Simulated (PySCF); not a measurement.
H2AsF3Ge, singlet, at a GFN2-xTB geometry, atoms displaced at random by about 0.08 Å a coordinate; B3LYP/STO-3G, gradient (PySCF).

Here is a job for PySCF.
```python
from pyscf import gto, scf, dft

mol = gto.M(
    atom='''
F    -1.55966569   -0.79158026    1.20641815
Ge   -0.68301385   -0.05996971   -0.20968306
F    -1.61321185    1.39441570   -0.54398001
F    -1.03497298   -1.14827749   -1.44323339
As    1.67201144    0.31349136    0.31271977
H     1.94475075    0.62301365   -1.00675664
H     2.06053359   -1.23664453    0.09528747
''',
    basis='sto-3g',
    verbose=4,
)

mf = dft.RKS(mol)
mf.xc = 'b3lyp'
mf.grids.level = 0
mf.kernel()
g = mf.nuc_grad_method()
g.grid_response = False
grad = g.kernel()
```

The log (banner, timings and long lists left out):

```
PySCF version 2.14.0

[INPUT] verbose = 4
[INPUT] num. atoms = 7
[INPUT] num. electrons = 94
[INPUT] charge = 0
[INPUT] spin (= nelec alpha-beta = 2S) = 0
[INPUT] symmetry False subgroup None
[INPUT] Mole.unit = angstrom
[INPUT] Symbol           X                Y                Z      unit          X                Y                Z       unit  Magmom
[INPUT]  1 F     -1.559665690000  -0.791580260000   1.206418150000 AA   -2.947340999981  -1.495869897012   2.279799895204 Bohr   0.0
[INPUT]  2 Ge    -0.683013850000  -0.059969710000  -0.209683060000 AA   -1.290709115785  -0.113326327670  -0.396243556361 Bohr   0.0
[INPUT]  3 F     -1.613211850000   1.394415700000  -0.543980010000 AA   -3.048528577403   2.635063776794  -1.027973236138 Bohr   0.0
[INPUT]  4 F     -1.034972980000  -1.148277490000  -1.443233390000 AA   -1.955815478525  -2.169929971103  -2.727315840928 Bohr   0.0
[INPUT]  5 As     1.672011440000   0.313491360000   0.312719770000 AA    3.159643698740   0.592412812817   0.590954719037 Bohr   0.0
[INPUT]  6 H      1.944750750000   0.623013650000  -1.006756640000 AA    3.675046298042   1.177325170366  -1.902494323687 Bohr   0.0
[INPUT]  7 H      2.060533590000  -1.236644530000   0.095287470000 AA    3.893844155567  -2.336919475141   0.180067221403 Bohr   0.0

nuclear repulsion = 712.289608954438
number of shells = 27
number of NR pGTOs = 159
number of NR cGTOs = 53
basis = sto-3g
ecp = {}

******** <class 'pyscf.dft.rks.RKS'> ********
method = RKS
initial guess = minao
damping factor = 0
level_shift factor = 0
DIIS = <class 'pyscf.scf.diis.CDIIS'>
diis_start_cycle = 1
diis_space = 8
diis_damp = 0
SCF conv_tol = 1e-09
SCF conv_tol_grad = None
SCF max_cycles = 50
direct_scf = True
direct_scf_tol = 1e-13
XC library pyscf.dft.libxc version 7.1.2
    S. Lehtola, C. Steigemann, M. J. T. Oliveira, and M. A. L. Marques,  SoftwareX 7, 1–5 (2018)
XC functionals = b3lyp
    P. J. Stephens, F. J. Devlin, C. F. Chabalowski, and M. J. Frisch,  J. Phys. Chem. 98, 11623 (1994)
radial grids:
    Treutler-Ahlrichs [JCP 102, 346 (1995); DOI:10.1063/1.469408] (M4) radial grids

becke partition: Becke, JCP 88, 2547 (1988); DOI:10.1063/1.454033
pruning grids: <function nwchem_prune>
grids dens level: 0
symmetrized grids: False
atomic radii adjust function: <function treutler_atomic_radii_adjust>
small_rho_cutoff = 0
Set gradient conv threshold to 3.16228e-05
Initial guess from minao.
tot grids = 9400
init E= -4555.01654198167
  HOMO = -0.686443897495258  LUMO = -0.452976495601744  gap/eV = 6.35297
cycle= 1 E= -4559.90947674984  delta_E= -4.89  |g|= 0.543  |ddm|= 3.13
  HOMO = -0.0623088390309447  LUMO = 0.13524276982195  gap/eV = 5.37565
cycle= 2 E= -4559.9804991919  delta_E= -0.071  |g|= 0.373  |ddm|= 1.74
  HOMO = -0.132250088124025  LUMO = 0.118360736383509  gap/eV = 6.81947
cycle= 3 E= -4560.04050422428  delta_E= -0.06  |g|= 0.104  |ddm|= 0.858
  HOMO = -0.147745263160558  LUMO = 0.108143490173199  gap/eV = 6.96309
cycle= 4 E= -4560.04474280326  delta_E= -0.00424  |g|= 0.0267  |ddm|= 0.223
  HOMO = -0.150315538267587  LUMO = 0.109397504408769  gap/eV = 7.06715
cycle= 5 E= -4560.04505345034  delta_E= -0.000311  |g|= 0.00608  |ddm|= 0.0559
  HOMO = -0.149720440620011  LUMO = 0.10971783986547  gap/eV = 7.05968
cycle= 6 E= -4560.04506823725  delta_E= -1.48e-05  |g|= 0.00171  |ddm|= 0.0134
  HOMO = -0.149820060696354  LUMO = 0.109615935721993  gap/eV = 7.05961
cycle= 7 E= -4560.04506951036  delta_E= -1.27e-06  |g|= 0.000356  |ddm|= 0.00401
  HOMO = -0.14988362107967  LUMO = 0.109599767048067  gap/eV = 7.06090
cycle= 8 E= -4560.04506959037  delta_E= -8e-08  |g|= 5.63e-05  |ddm|= 0.00114
  HOMO = -0.149883295872644  LUMO = 0.109602527888344  gap/eV = 7.06097
cycle= 9 E= -4560.04506959184  delta_E= -1.48e-09  |g|= 2.41e-05  |ddm|= 0.000156
  HOMO = -0.149880708167481  LUMO = 0.109602587530539  gap/eV = 7.06090
cycle= 10 E= -4560.04506959207  delta_E= -2.29e-10  |g|= 6.46e-06  |ddm|= 5.47e-05
  HOMO = -0.149881897987527  LUMO = 0.109602562207302  gap/eV = 7.06093
Extra cycle  E= -4560.04506959208  delta_E= -9.09e-12  |g|= 8.13e-06  |ddm|= 2.8e-05
converged SCF energy = -4560.04506959208

******** <class 'pyscf.grad.rks.Gradients'> for <class 'pyscf.dft.rks.RKS'> ********
unit = Eh/Bohr
grid_response = False
--------------- RKS gradients ---------------
         x                y                z
0 F    -0.0195122313    -0.0229949783     0.0425884977
1 Ge     0.0216034995    -0.0014832746    -0.0365290530
2 F    -0.0239232428     0.0291985934    -0.0032882834
3 F    -0.0009175203    -0.0093561668    -0.0067113487
4 As     0.0149264116     0.0514493017    -0.0257580461
5 H    -0.0095387549    -0.0080144671     0.0389155615
6 H     0.0127323840    -0.0452976836    -0.0047654377
----------------------------------------------
```
